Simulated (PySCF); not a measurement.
# Adding and removing an electron: BiH

PBE0; basis Bi cc-pVDZ-PP with ECP60, H cc-pVDZ; scalar-relativistic core potentials; PySCF 2.14. Neutral (UKS): triplet (π ↑↑), Re = 1.804 Å, ωe = 1807 cm⁻¹, De = 2.33 eV, HOMO -6.10 eV, LUMO -2.63 eV.

BiH⁺ (UKS): doublet (π ↑), Re = 1.794 Å, ωe = 1889 cm⁻¹. The energies at the minima are -215.19917 hartree for BiH and -214.88566 for BiH⁺.

Task: Work out the adiabatic ionisation energy, without and with harmonic zero-point energies (1 hartree = 27.2114 eV, 1 eV = 8065.5 cm⁻¹), and the change of the bond length.

Result: At PBE0: 0.31351 hartree = 8.531 eV between the minima; the zero-point term (1889.0 − 1807.0)/2 cm⁻¹ = +0.005 eV makes it 8.536 eV. Re changes by -1.0 pm against the neutral. The electron leaves a π orbital, which is non-bonding in a hydride.

Spin–orbit coupling is left out, which matters for elements this heavy, above all for dissociation energies. States were picked by a PBE0 search and need not be the measured ground states.
